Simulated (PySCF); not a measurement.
Species: propargyl bromide, C3H3Br.
SMILES: `C#CCBr`

Method: PBE0-D3(BJ)/def2-SVP geometry optimisation, gas phase (PySCF 2.14.0).

Masses are those of the commonest isotopes; rigid-rotor values at the optimised geometry. 

Task: Give the principal moments of inertia and the rotational constants in MHz.

Result: Ia = 23.52, Ib = 236.23, Ic = 256.53 u·Å²; 505379 MHz·u·Å²/I gives A = 21484, B = 2139, C = 1970 MHz.

Task: What kind of rotor is it?

Result: A near-prolate asymmetric top; Ray's κ = -0.983.

Task: Is it planar, by Δ = Ic − Ia − Ib?

Result: Not planar: Δ = Ic − Ia − Ib = -3.22 u·Å². For a rigid frame Δ = −2 Σ m c², so Σ m c² = 1.61 u·Å² lies off the ab plane, practically all of it from hydrogen. The atom farthest from that plane is 0.89 Å away.

Task: Give the coordinates in the principal-axis frame, origin at the centre of mass.

Result: The sense of each axis is arbitrary; atoms in the order of the calculation.
```json
{"atom": "C1", "mass (u)": "12.000", "a (Å)": "-2.929", "b (Å)": "0.514", "c (Å)": "0.000"}
{"atom": "C2", "mass (u)": "12.000", "a (Å)": "-1.917", "b (Å)": "-0.151", "c (Å)": "0.001"}
{"atom": "C3", "mass (u)": "12.000", "a (Å)": "-0.721", "b (Å)": "-0.959", "c (Å)": "0.000"}
{"atom": "Br4", "mass (u)": "78.918", "a (Å)": "0.912", "b (Å)": "0.117", "c (Å)": "0.000"}
{"atom": "H5", "mass (u)": "1.008", "a (Å)": "-3.827", "b (Å)": "1.104", "c (Å)": "-0.002"}
{"atom": "H6", "mass (u)": "1.008", "a (Å)": "-0.665", "b (Å)": "-1.593", "c (Å)": "-0.895"}
{"atom": "H7", "mass (u)": "1.008", "a (Å)": "-0.664", "b (Å)": "-1.595", "c (Å)": "0.893"}
```

Task: Where do the levels up to J = 5 lie, in K?

Result: Above 0(0,0), as E/k:
J = 1: 1(0,1) 0.197, 1(1,1) 1.126, 1(1,0) 1.134
J = 2: 2(0,2) 0.592, 2(1,2) 1.512, 2(1,1) 1.536, 2(2,1) 4.321, 2(2,0) 4.322
J = 3: 3(0,3) 1.183, 3(1,3) 2.091, 3(1,2) 2.140, 3(2,2) 4.913, 3(2,1) 4.913, 3(3,1) 9.575, 3(3,0) 9.575
J = 4: 4(0,4) 1.971, 4(1,4) 2.864, 4(1,3) 2.945, 4(2,3) 5.702, 4(2,2) 5.703, 4(3,2) 10.364, 4(3,1) 10.364, 4(4,1) 16.891, 4(4,0) 16.891
J = 5: 5(0,5) 2.956, 5(1,5) 3.829, 5(1,4) 3.951, 5(2,4) 6.688, 5(2,3) 6.690, 5(3,3) 11.351, 5(3,2) 11.351, 5(4,2) 17.878, 5(4,1) 17.878, 5(5,1) 26.270, 5(5,0) 26.270
The levels of one J sum to (2J + 1)J(J + 1)(A + B + C)/3.

Task: Which lines would a microwave search look for?

Result: The dipole components are |μa| = 1.26 D, |μb| = 0.98 D, |μc| = 0.00 D; the mirror of this Cs structure is the ab plane, so μc vanishes by symmetry and there are no c-type lines. The squared components, which scale the intensities, stand as 1.00 : 0.60 (a : b). Some lines, for components of 0.1 D or more:

```
type  branch         J(Ka,Kc)     MHz  lower level (cm⁻¹)
   a       Q  3(1,2) ← 3(1,3)    1016               1.454
   a       R  4(2,3) ← 3(2,2)   16437               3.415
   b       Q  1(1,0) ← 1(0,1)   19514               0.137
   b       Q  2(1,1) ← 2(0,2)   19684               0.411
   b       Q  3(1,2) ← 3(0,3)   19942               0.822
   b       Q  4(1,3) ← 4(0,4)   20289               1.370
   b       R  2(1,2) ← 1(0,1)   27394               0.137
   b       Q  2(2,0) ← 2(1,1)   58034               1.068
   b       R  2(2,1) ← 1(1,0)   66421               0.788
   b       R  3(2,1) ← 2(1,2)   70875               1.051
   b       Q  4(3,1) ← 4(2,2)   97132               3.964
   b       Q  3(3,1) ← 3(2,2)   97146               3.415
   b       R  3(3,0) ← 2(2,1)  109474               3.004
   b       R  4(3,1) ← 3(2,2)  113586               3.415
   b       Q  4(4,1) ← 4(3,2)  136001               7.204
```

Task: Estimate the classical rotational partition function at 25 K, 200 K and 500 K.

Result: Point group Cs, symmetry number σ = 1; q = (√π/σ)·√((kT/h)³/(ABC)), k/h = 20836.6 MHz/K: 2210 at 25 K, 50100 at 200 K, 198000 at 500 K.

Not checked by PBE0-D3(BJ)/def2-SVP frequencies. These are rigid-rotor constants of the computed structure; measured ground-state constants (B0) also hold zero-point vibration. Quadrupole hyperfine structure (79Br) is left out.

The run took 15 s of wall time on one thread of an Arm Neoverse V1 (shared host), and the process peaked at 0.36 GiB of memory. This is the geometry optimisation.
